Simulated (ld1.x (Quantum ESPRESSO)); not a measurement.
## Ranking ultrasoft potentials for S

All share these settings but for the change named:

ld1.x (Quantum ESPRESSO) 7.5 input, shortened:

```
&input
   title='S', zed=16., rel=1, dft='PBESOL', iswitch=3,
   config='[Ne] 3s1.75 3p4.25 3d-2'
 /
 &inputp
   pseudotype=3, tm=.true., lloc=-1, rcloc=1.45,
   nlcc=.false.
 /
5
3S  1  0   1.75   0.00  1.45  1.65  0.0
3S  1  0   0.00  -0.85  1.45  1.65  0.0
3P  2  1   4.25   0.00  1.25  1.65  0.0
3P  2  1   0.00   0.25  1.25  1.65  0.0
3D  3  2  -2.00   0.35  1.30  1.50  0.0
 &test
   configts(1)='3s1.75 3p4.25'
 /
```

Cutoff: the first of the cutoffs (Ry, on a coarse ladder) from which the occupation-weighted sum of valence levels, in a spherical-Bessel basis at the reference potential, stays within 10 and 1 mRy of its value at 400 Ry; the density cutoff is not measured.

The base gives 18 Ry.

Of 9 variants that were run, those that failed, showed a ghost or another fault, or gave nearly equal values are left out.

A variant can come out equal or close to the base.

Rank these variants from softest to hardest (loose cutoff).
A. reference 3s1 3p5; added wave 3d channel at 2.65 Ry: rcut 1.30, rcutus 1.50 bohr
B. all radii scaled by about 1.23 (s 2.02, p 2.02, d 1.84 bohr, rcut 1.78/1.54/1.60); local potential all-electron potential smoothed inside 1.78 bohr (lloc = -1)
C. waves 3p (bound): rcut 1.25, rcutus 1.68 bohr; 3p channel at 0.25 Ry: rcut 1.25, rcutus 1.68 bohr

B (15 Ry), C (18 Ry), A (21 Ry).
